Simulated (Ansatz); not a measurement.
`[NH2][Ga]([Cl])[Cl]` + HCl → gallium trichloride + NH₃ at 700 K and 1 bar (ligand exchange at a Ga–N bond).

Calculated with Ansatz (gas phase, PBE0-D4/def2-TZVP geometries, no zero-point term in ΔE). CCSD(T)/CBS adds triple-zeta CCSD(T) − MP2 to the extrapolated MP2 energy (def2 sets, frozen cores). This one scheme is used for every species. For Ga outer-core shells are correlated without core-valence functions, which leaves a few kJ/mol of doubt a bond. Scalar relativity is left out up to krypton. One conformer a species, not always the lowest.

| species | CCSD(T)/CBS energy (Eh) | H − E (kJ/mol) | S (J/(mol·K)) |
| --- | --- | --- | --- |
| `[NH2][Ga]([Cl])[Cl]` | -2899.54184 | 133.3 | 434.4 |
| HCl | -460.38127 | 38.4 | 211.8 |
| `[Cl][Ga]([Cl])[Cl]` | -3303.43734 | 59.5 | 393.0 |
| NH₃ | -56.50880 | 116.9 | 226.5 |

H − E and S are ideal-gas, rigid-rotor, harmonic terms from PBE0-D4/def2-TZVP, for one conformer and one mirror image of each species. 1 Eh = 2625.50 kJ/mol, R = 8.31446 J/(mol·K).

Problem. By hand: ΔE, ΔH, ΔS and ΔG.

Solution. ΔE = (-3303.43734) + (-56.50880) − (-2899.54184) − (-460.38127) = -0.02303 Eh = -60.5 kJ/mol. Δ(H − E) = 59.5 + 116.9 − 133.3 − 38.4 = 4.7, so ΔH = -55.8 kJ/mol. ΔS = 393.0 + 226.5 − 434.4 − 211.8 = -26.7 J/(mol·K). ΔG = -55.8 − 700 × (-26.7)/1000 = -37.1 kJ/mol.

Problem. By hand: the equilibrium constant, and the temperature at which ΔG would vanish if ΔH and ΔS stayed fixed.

Solution. log₁₀ K = −ΔG/(RT ln 10) = 2.8. ΔG = 0 at ΔH/ΔS = 2090 K.

TΔS isn't small against ΔH here. A doubt of 5 kJ/mol in ΔE shifts log₁₀ K by 0.4 here. Other conformers and mirror images would add mixing entropy, several J/(mol·K) or more a flexible species. Modes under 60 cm⁻¹, often nearly free rotors, make the harmonic entropy too high. These are equilibria of isolated gas molecules and say nothing of rates. Largest T1 diagnostic: 0.011 (customary marks: 0.02 for closed shells, 0.045 for open ones).
